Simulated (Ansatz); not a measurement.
Species: CuBr, charge 0, multiplicity 1. 
Structure (B3LYP-D3(BJ)/def2-TZVP (Ansatz, a first-principles code) minimum search):
```
Cu
Br 1 2.2259
```
Charge 0, spin multiplicity 1.

Property: atomisation energy (electronic, to ground-state atoms), in kJ/mol. Cores are frozen in the correlated levels unless marked. UHF or UKS for open shells. Spin-orbit coupling is left out. Frozen are the shells of the preceding noble gas and the d and f shells that filled before the atom's block. No relativistic terms. The coupled-cluster limit lacks core correlation, which all-electron functionals hold. CBS(X,Y): correlation extrapolated as X^-3; Hartree-Fock from the larger set.

| level | program | atomisation energy (kJ/mol) |
|---|---|---|
| PBE0-D3(BJ)/def2-TZVPD | Ansatz + dftd3 | 325.5 |
| PBE0/def2-TZVP | Ansatz | 319.4 |
| r2SCAN0/def2-TZVPD | Ansatz | 325.6 |
| LC-wPBE-D3(BJ)/def2-TZVPD | Ansatz + dftd3 | 329.1 |
| B2PLYP/def2-TZVPD | Ansatz | 318.9 |

Estimate the value at CCSD(T)/CBS(def2-TZVPPD,def2-QZVPPD) as computed with Ansatz.

335.0 kJ/mol
